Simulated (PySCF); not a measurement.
CH8O3Si2, SMILES O[Si@H](OC)[SiH2]O.

The structure is a stationary point at PBE0-D3(BJ)/def2-SVP. The structure was generated by enumeration; whether it is a known compound was not checked. Other conformers were not sampled.

These are SMD-PBE0/def2-SVP in PySCF values and carry that method's errors.

Solvation free energies are E(SMD) − E(gas) at the gas-phase geometry, for 1 M in both phases. In vacuum the dipole moment is 2.04 D.

### Question
Estimate the solvation free energies in water, diethylether, 2-propanol. (The exact figures need the calculation; the answer reports its results.)

### Answer

```
solvent       ΔG(solv) (kcal/mol)  its non-electrostatic (CDS) part  dipole (D)
------------  -------------------  --------------------------------  ----------
water                        -5.6                               4.3        2.48
diethylether                 -4.9                              -1.8        2.32
2-propanol                   -7.3                               0.9        2.46
```
